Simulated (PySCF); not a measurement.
C₇H₄FN.
Bonds: N1–C2 (triple), C2–C3, C3–C4 (aromatic), C4–C5 (aromatic), C5–C6 (aromatic), C6–C7 (aromatic), C7–F8, C7–C9 (aromatic), C3–C9 (aromatic). Hydrogens: H10 on C4; H11 on C5; H12 on C6; H13 on C9.

Structure optimised with GFN2-xTB, isolated species.

(1) What internal coordinates does the optimisation give?

Answers

(1) 
```json
{"bond": "N1≡C2", "length (bohr)": "2.165", "order": "triple"}
{"bond": "C2–C3", "length (bohr)": "2.676", "order": "single"}
{"bond": "C3–C4", "length (bohr)": "2.637", "order": "aromatic"}
{"bond": "C4–C5", "length (bohr)": "2.613", "order": "aromatic"}
{"bond": "C5–C6", "length (bohr)": "2.618", "order": "aromatic"}
{"bond": "C6–C7", "length (bohr)": "2.618", "order": "aromatic"}
{"bond": "C7–F8", "length (bohr)": "2.543", "order": "single"}
{"bond": "C7–C9", "length (bohr)": "2.610", "order": "aromatic"}
{"bond": "C3–C9", "length (bohr)": "2.635", "order": "aromatic"}
{"bond": "C4–H10", "length (bohr)": "2.040", "order": "single"}
{"bond": "C5–H11", "length (bohr)": "2.039", "order": "single"}
{"bond": "C6–H12", "length (bohr)": "2.038", "order": "single"}
{"bond": "C9–H13", "length (bohr)": "2.039", "order": "single"}
```

Orders are formal, as drawn. A selection of angles:
```json
{"angle": "N1–C2–C3", "degrees": "179.8"}
{"angle": "C2–C3–C4", "degrees": "119.8"}
{"angle": "C2–C3–C9", "degrees": "119.6"}
{"angle": "C4–C3–C9", "degrees": "120.5"}
{"angle": "C3–C4–C5", "degrees": "119.8"}
{"angle": "C3–C4–H10", "degrees": "119.6"}
{"angle": "C5–C4–H10", "degrees": "120.7"}
{"angle": "C4–C5–C6", "degrees": "120.5"}
{"angle": "C4–C5–H11", "degrees": "119.9"}
{"angle": "C6–C5–H11", "degrees": "119.7"}
{"angle": "C5–C6–C7", "degrees": "118.9"}
{"angle": "C5–C6–H12", "degrees": "121.5"}
{"angle": "C7–C6–H12", "degrees": "119.6"}
{"angle": "C6–C7–F8", "degrees": "118.9"}
{"angle": "C6–C7–C9", "degrees": "122.2"}
{"angle": "F8–C7–C9", "degrees": "118.9"}
{"angle": "C7–C9–H13", "degrees": "120.6"}
{"angle": "C3–C9–C7", "degrees": "118.2"}
{"angle": "C3–C9–H13", "degrees": "121.2"}
```

The 9 heavy atoms lie in one plane (0.001 Å rms). The 6-membered ring C3–C4–C5–C6–C7–C9 has internal angles of 118.2° to 122.2° (sum 720°, against 720° for a flat polygon); it is planar, 0.00 Å rms from its mean plane, widest ring torsion 0°. The C–C distances run from 1.381 Å (C7–C9, aromatic) to 1.416 Å (C2–C3, drawn single), a spread of 0.035 Å.

Point group: Cs (tolerance 0.08 Å). Whether it is a minimum is left open (no frequencies).

All values are computed, not measured.
